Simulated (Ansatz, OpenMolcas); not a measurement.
# How methods differ on SnSiH6O (SMILES [SiH3][O][SnH3])

The species is SnSiH6O (9 atoms), meant as a singlet with charge 0. As SMILES, `[SiH3][O][SnH3]`. The coordinates come from a PBE0-D4/def2-TZVP relaxation.

```xyz
9

Si   -0.7075    1.1063   -0.9618
O     0.5496    0.2327   -0.4110
Sn    0.8371   -1.1457    0.9564
H    -1.7860    0.2281   -1.5020
H    -0.2330    2.0041   -2.0464
H    -1.3096    1.9374    0.1212
H     2.4937   -1.4998    0.8299
H    -0.1660   -2.4609    0.5447
H     0.4101   -0.4484    2.4520
```

Quantity: the energy change with the Si1–H5 bond stretched from 1.486 to 2.674 Å, in eV. The values are calculated.

| level | kind | program | value (eV) | less CCSD(T)/def2-SVP |
| --- | --- | --- | --- | --- |
| HF/def2-SVP (core potential) (restricted) | Hartree–Fock | Ansatz | 3.75 | +0.67 |
| SVWN5/def2-SVP (core potential) (restricted) | LDA | Ansatz | 2.93 | -0.15 |
| BLYP/def2-SVP (core potential) (restricted) | GGA | Ansatz | 2.88 | -0.20 |
| M06-L/def2-SVP (core potential) (restricted) | meta-GGA | OpenMolcas | 3.24 | +0.16 |
| BHLYP/def2-SVP (core potential) (restricted) | global hybrid | Ansatz | 3.50 | +0.42 |
| wB97M-V/def2-SVP (core potential) (restricted) | range-separated hybrid | Ansatz | 3.37 | +0.29 |
| PBE-QIDH/def2-SVP (core potential) (restricted) | double hybrid | Ansatz | 3.49 | +0.41 |
| RPA@PBE/def2-SVP (core potential) (restricted) | RPA | Ansatz | 3.13 | +0.05 |
| MP2/def2-SVP (core potential) (restricted) | perturbation theory | OpenMolcas | 3.50 | +0.42 |
| CCSD(T)/def2-SVP (core potential) (restricted) | coupled cluster or CI | Ansatz | 3.08 | 0.00 |

Differences are taken from CCSD(T)/def2-SVP (core potential) (restricted) for orientation; it has basis-set and higher-order errors of its own. At this stretch a single reference begins to fail. The first shape isn't each level's own minimum. The values span 2.88 to 3.75 eV. In the correlated wave-function rows the outer d shell of Sn is correlated, in sets not made for it.
